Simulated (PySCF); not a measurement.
Computed XPS line lists of a few unrelated compounds.

Computed with delta-SCF UKS SCAN, pcX-2 on the ionised atom, pcseg-1 elsewhere, spin-free X2C in PySCF 2.14.0. Geometries: PBE0-D3(BJ)/def2-SVP; isolated species, one conformer each.

Line lists (1s up to Mg, 2p3/2 beyond, nothing for Ge; areas count atoms within a level, one atom standing for each set equivalent by bonding):
1. C 1s: 289.77 (area 1), 289.93 (area 1), 291.20 (area 1), 291.46 (area 1), 291.92 (area 1) eV; N 1s: 403.98 eV
2. C 1s: 293.66 (area 2), 293.74 (area 1) eV; F 1s: 692.93 (area 2), 693.00 (area 1) eV
3. N 1s: 404.54 eV; Si 2p3/2: 106.84 eV; P 2p3/2: 135.85 eV

Structures:
A. `FCC(F)CF`
B. `N[SiH](N)P`
C. `CC#CC[N](C)[GeH3]`

**Question.** Match each list to its structure.

**Answer.** 
- 1 = C: no other candidate has this set of levels. C 1s: 289.77 alkyne carbon, 289.93 alkyne carbon, 291.20 N-methyl carbon, 291.46 propargylic carbon, 291.92 sp3 carbon bound to nitrogen; N 1s: 403.98 nitrogen bonded to 2 C and Ge.
- 2 = A: no other candidate has this set of levels. C 1s: 293.66 sp3 C–F carbon (×2), 293.74 sp3 C–F carbon; F 1s: 692.93 alkyl fluorine (×2), 693.00 alkyl fluorine.
- 3 = B: no other candidate has this set of levels. N 1s: 404.54 silicon-bound nitrogen (×2); Si 2p3/2: 106.84 SiH silicon; P 2p3/2: 135.85 three-coordinate phosphorus.

Spin–orbit coupling isn't in the SCF: each 2p doublet comes from a relaxed spin-free hole plus a matrix of the shell (mean-field spin–orbit coupling and the ground-state 2p splitting), with 2p3/2 averaged over its two sublevels.
